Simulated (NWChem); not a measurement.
System: CH$_{4}$BFS; SMILES FB(S)C

Input file for NWChem:

```
start job
memory heap 200 mb stack 900 mb global 1100 mb
geometry units angstroms noautosym nocenter noautoz
  B     -0.061817     0.402103    -0.104362
  F     -1.254905     0.927151    -0.381588
  C      1.179796     1.350769    -0.030752
  H      1.286162     1.879672    -0.993115
  H      2.132235     0.858233     0.204023
  H      0.992142     2.130995     0.726355
  S     -0.063982    -1.389701     0.152720
  H      1.258246    -1.502898     0.391785
end
basis spherical
  * library 6-311g**
end
dft
  xc pbe0
  iterations 150
end
tddft
  cis
  ecut -9.0
  nroots 6
  notriplet
end
task tddft energy
```

Coordinates come from a PBE0/def2-SVP optimisation.

Core excitations by TDA in a window of 1s orbitals, non-relativistic and unshifted: absolute energies depend strongly on the exact-exchange share.

Task: Predict the main results of this run. (PBE0/6-311G** (spherical d), restricted-window TDA.) Quantities: first 1s excitation (eV); dipole oscillator strength of the first; first state with f > 0.002 (eV); dipole oscillator strength of that state.

Result: 
```json
{
  "first 1s excitation (eV)": "275.9",
  "dipole_oscillator_strength_of_the_first": "0.0000",
  "first state with f > 0.002 (eV)": "276.9",
  "dipole_oscillator_strength_of_that_state": "0.0052"
}
```
